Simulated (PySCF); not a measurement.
**Structure from 2D NMR**

Compound of formula C6H11FSi2. Correlations simulated from computed shifts and the bond graph:

HSQC (one-bond C–H):
| δH | δC |
| --- | --- |
| 7.47 | 157.2 |
| 7.22 | 149.3 |
| 6.53 | 145.9 |
| 5.33 | 119.4 |
| 5.30 | 119.4 |
| 5.26 | 90.9 |
| 2.09 | 39.5 |

COSY cross peaks (H two or three bonds apart, from the bond graph; peaks can be absent where the dihedral angle is near 90°):
| δH | δH |
| --- | --- |
| 7.47 | 7.22 |
| 7.47 | 4.55 |
| 7.47 | 4.08 |
| 7.22 | 4.47 |
| 7.22 | 4.40 |
| 6.53 | 5.33 |
| 6.53 | 5.30 |
| 6.53 | 2.09 |
| 5.33 | 5.30 |
| 5.26 | 4.47 |
| 5.26 | 4.40 |
| 5.26 | 2.09 |
| 4.55 | 4.08 |
| 4.55 | 2.09 |
| 4.47 | 4.40 |
| 4.08 | 2.09 |

HMBC (two and three bonds, from the bond graph):
| δH | δC |
| --- | --- |
| 7.47 | 149.3, 39.5 |
| 7.22 | 157.2, 90.9 |
| 6.53 | 119.4, 90.9, 39.5 |
| 5.33 | 145.9, 39.5 |
| 5.30 | 145.9, 39.5 |
| 5.26 | 149.3, 145.9, 39.5 |
| 4.55 | 157.2, 149.3, 145.9, 90.9, 39.5 |
| 4.47 | 157.2, 149.3, 90.9, 39.5 |
| 4.40 | 157.2, 149.3, 90.9, 39.5 |
| 4.08 | 157.2, 149.3, 145.9, 90.9, 39.5 |
| 2.09 | 157.2, 145.9, 119.4, 90.9 |

Theoretical values (PySCF 2.14): geometry: GFN2-xTB, σ from GIAO-PBE0/pcSseg-1. A single conformation, no relativistic terms, isolated molecule.

δ = σ(ref) − σ, references computed at the same level: 1H, 13C against TMS.

Exchangeable hydrogens are left out of these lists.

**Question.** Assemble the structure.

**Answer.** `InChI=1S/C6H11FSi2/c1-2-5-6(7)9-4-3-8-5/h2-6H,1,8-9H2/t5-,6-/m0/s1`.

Structure with atom numbers: `[CH2:1]=[CH:2][C@@H:3]1[SiH2:4][CH:5]=[CH:6][SiH2:7][C@@H:8]1[F:9]`. Each H is labelled by its parent atom. Ha(Si4), Ha(Si7) are cis to C2 on the ring; Ha(C1) is cis to C3; Hb(Si4), Hb(Si7) are trans to C2 on the ring; Hb(C1) is trans to C3.

δC 157.2 is C5, an alkene CH (δH 7.47). δC 149.3 is C6, an alkene CH (δH 7.22). δC 145.9 is C2, an alkene CH (δH 6.53). δC 119.4 is C1, a terminal =CH2 carbon (δH 5.33, 5.30). δC 90.9 is C8, an sp3 CH bonded to F and Si (δH 5.26). δC 39.5 is C3, an allylic sp3 CH bonded to Si (δH 2.09). COSY links 7.47–7.22, 7.47–4.55, 7.47–4.08, 7.22–4.47, 7.22–4.40, 6.53–5.33.

The shifts were computed for this structure.

Shifts are as computed. Against solution values, carbons near 30 ppm lie about +3 ppm off and those near 130 ppm about +5 ppm. Of 1309 compounds with measured shifts, 239 miss one by over three times the rms of a fit or turn the order of signals round; such compounds aren't used in these exercises.
